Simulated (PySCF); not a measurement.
C₂H₅O, multiplicity 2. Atoms are numbered in the order given.

```xyz
8

C      1.2342     0.2327     0.0434
C     -0.0381    -0.5073     0.1640
O     -1.1609     0.2423    -0.2575
H      1.3778     0.9127    -0.7878
H      2.0811    -0.0076     0.6735
H     -0.0337    -1.3992    -0.4796
H     -0.1680    -0.8751     1.1928
H     -1.1464     1.0780     0.2170
```
Charge 0, spin multiplicity 2.

The structure is a stationary point at PBE0-D3(BJ)/def2-TZVP. The isomer is the one that the SMILES or the coordinates give; other isomers of the formula were not compared. One conformer was computed; it need not be the lowest.

These are PBE0/def2-TZVPD in PySCF values and carry that method's errors.

total energy: -154.25430 hartree
α spin, highest occupied and lowest empty level: -6.40 and 0.33 eV
β spin, highest occupied and lowest empty level: -8.12 and -1.69 eV
dipole moment: 1.52 D
quadrupole, principal values (traceless, Buckingham form, about the centre of nuclear charge): -3.97, 0.41, 3.56 D·Å
mean static polarisability: 33.0 bohr³ (4.89 Å³)
polarisability, principal values: 29.6, 33.1, 36.3 bohr³
⟨S²⟩: 0.755 (pure state 0.75)
